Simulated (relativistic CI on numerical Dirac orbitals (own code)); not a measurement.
# Hyperfine structure of Sm¹¹⁺, mass number 149

Calculated at this level of theory: Dirac-Coulomb-Breit CI, separate exchange-only KLI orbitals for each configuration, a model potential for QED, unscaled Slater integrals (own radial code, finite nucleus).

Configurations in the expansion (outside the closed core [Kr] 4d10): 4f³5s², 4f²5s²5p, 4f³5s5p, 4f⁵, 4f⁴5s, 4f²5s5p², 4f5s²5p5d, 4f²5s²5d, 4f5s²5p6s, 4f²5s²6s, 4f⁴6s, 4f5s²5p², 5s²5p³, 4f5s5p³, 5s²5p²5d, 5s²5p²6s. Double excitations out of closed p, d and f shells are left out; levels of such configurations are missing from the list, as are those of other unlisted configurations, and high levels can miss mixing partners.

Nuclear spin I = 7/2, μ = -0.6677 μN, Q = 0.075 b (tables of Stone and Pyykkö). The electronic factors are computed for point nuclear moments, without core polarisation or the Bohr-Weisskopf and QED corrections.

```csv
Level,E (eV),A (MHz),B (MHz)
4f³5s² ⁴I°9/2,0.0000,-219.4,34.7
4f³5s² ⁴I°11/2,0.3771,-172.7,34.4
4f³5s² ⁴I°13/2,0.7761,-145,37.2
4f³5s² ⁴I°15/2,1.1884,-128.2,42.2
4f³5s² ⁴F°3/2,2.5883,-243,-24.2
4f³5s² ²H°9/2,2.5978,-188.6,-26.8
4f³5s² ⁴F°5/2,2.7964,-147.7,-23.7
4f³5s² ⁴F°7/2,2.9733,-129.1,-42.9
```

Levels with J = 0, under 50 % of one LS term, or S terms without an open s electron are left out. Small factors come from cancelling terms and can be off by tens of per cent or more.

At this charge transitions that keep the count of f electrons are usually good to a few per cent. Terms inside the open d or f shell come out 10 to 20 % too wide with unscaled integrals. Levels and lines within the n = 5 or 6 shells can be off by up to 10 % or somewhat more, and those that change n by about 2 %, since core polarisation is missing. Levels that differ in their count of f electrons can be misplaced by several ten thousand cm⁻¹, since the correlation energy of f electrons is missing or only estimated; rates across such gaps can be off by orders of magnitude.

**Question.** Give the hyperfine levels of 4f³5s² ⁴I°9/2 relative to its centre of gravity.

**Answer.** With K = F(F + 1) − I(I + 1) − J(J + 1), E = AK/2 + B[¾K(K + 1) − I(I + 1)J(J + 1)]/[2I(2I − 1)J(2J − 1)]: F = 1: 4239, F = 2: 3795, F = 3: 3130, F = 4: 2246, F = 5: 1144, F = 6: -173.4, F = 7: -1705, F = 8: -3446 MHz.

LS names give the leading component of a level, which can be under half, so a name can repeat, a term be missing and a line seem to break the LS rules.
